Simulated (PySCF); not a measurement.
**Xe²⁺ (xenon, charge +2) across methods**

[Kr] 4d10 5s2 5p4, high-spin 3P determinant. Computed with PySCF 2.14 in aug-cc-pV5Z-PP with ECP28MDF (8s8p6d4f3g2h, 139 functions), with a scalar-relativistic core potential.

```csv
method,E (hartree),mean ε 5s β (eV),mean ε 5p α (eV),mean ε 5p β (eV),Σ⟨r²⟩ (bohr²),⟨S²⟩
BLYP,-328.0875,-38.378,-27.073,-25.603,40.90,2.002
PBE,-328.1179,-38.368,-27.354,-25.723,40.81,2.002
UHF,-327.14117,-43.058,-32.360,-30.057,41.17,2.010
revPBE,-328.1811,-38.235,-27.335,-25.683,40.79,2.003
LDA,-327.6709,-38.849,-27.439,-25.895,40.80,2.001
r2SCAN,-328.2571,-38.521,-27.883,-26.073,40.73,2.005
M06-L,-328.3272,-38.225,-27.365,-25.667,40.83,2.004
PBE0,-328.1484,-39.879,-28.849,-27.078,40.80,2.003
```

Energies and moments cover only the electrons outside the core potential.
